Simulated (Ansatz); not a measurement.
Cost and result up the ladder for Hg6Te3Br6 (15 atoms). Total charge 0; singlet. Geometry: PBE-D4/def2-SVP.

```xyz
15

Hg   -3.601    0.125    0.884
Hg   -0.635   -0.835    3.598
Hg    1.826   -2.335    1.227
Hg    2.316    2.542   -2.357
Hg    0.163    0.981    0.350
Hg    1.057   -1.210   -2.991
Te    2.033   -0.767    3.373
Te   -1.409   -1.199    0.063
Te    2.797    0.068   -1.393
Br   -5.674    1.371    1.374
Br    1.628   -3.767   -0.822
Br    2.005    4.717   -3.486
Br   -3.076   -0.706    4.093
Br   -0.505   -2.304   -4.550
Br    1.076    3.321    0.638
```

Ansatz on 2 threads of AMD EPYC 7R13 on a shared host and a share (18 GiB) of an NVIDIA H100 80GB HBM3. Times are rough, and most runs start from the orbitals of an earlier one. No level here is sound enough to serve as a yardstick. Binding counts from free atoms at the same level (Hg singlet, Te triplet, Br doublet; other spins of the atoms weren't run), without zero-point energy or a counterpoise term.

In the def2 sets Hg, Te take a core potential; there is no spin–orbit coupling. Correlated methods freeze 66 core orbitals; core or outer-core shells of Hg, Te, Br are correlated, in sets that lack core-valence functions. The rows differ in basis, and correlated rows in double-zeta sets carry the largest basis error. Single mean-field runs in def2-SVP, def2-TZVP are fitted with def2-universal-jkfit. Another isomer (singlet) lies 0.51 eV lower at PBE0-D4/def2-TZVP; other spin states weren't run for this one.

Correlated methods converge slowly with the basis, most of all in double-zeta sets.

```json
{"level": "BHLYP-D4/def2-SVP", "functions": "462", "wall time": "4.4 s", "binding energy per atom (eV)": "1.26"}
{"level": "PBE-D4/def2-SVP (with forces)", "functions": "462", "wall time": "4.9 s", "binding energy per atom (eV)": "1.40"}
{"level": "r2SCAN-D4/def2-SVP", "functions": "462", "wall time": "6 s", "binding energy per atom (eV)": "1.38"}
{"level": "PBE-D4/def2-TZVP", "functions": "696", "wall time": "7.5 s", "binding energy per atom (eV)": "1.48"}
{"level": "PBE0-D4/def2-SVP", "functions": "462", "wall time": "7.5 s", "binding energy per atom (eV)": "1.37"}
{"level": "PBE0-D4/def2-TZVP", "functions": "696", "wall time": "7.5 s", "binding energy per atom (eV)": "1.46"}
{"level": "MP2/def2-SVP", "functions": "462", "wall time": "11 s", "binding energy per atom (eV)": "1.18"}
{"level": "RPA@PBE/def2-SVP", "functions": "462", "wall time": "16 s", "binding energy per atom (eV)": "0.85"}
```
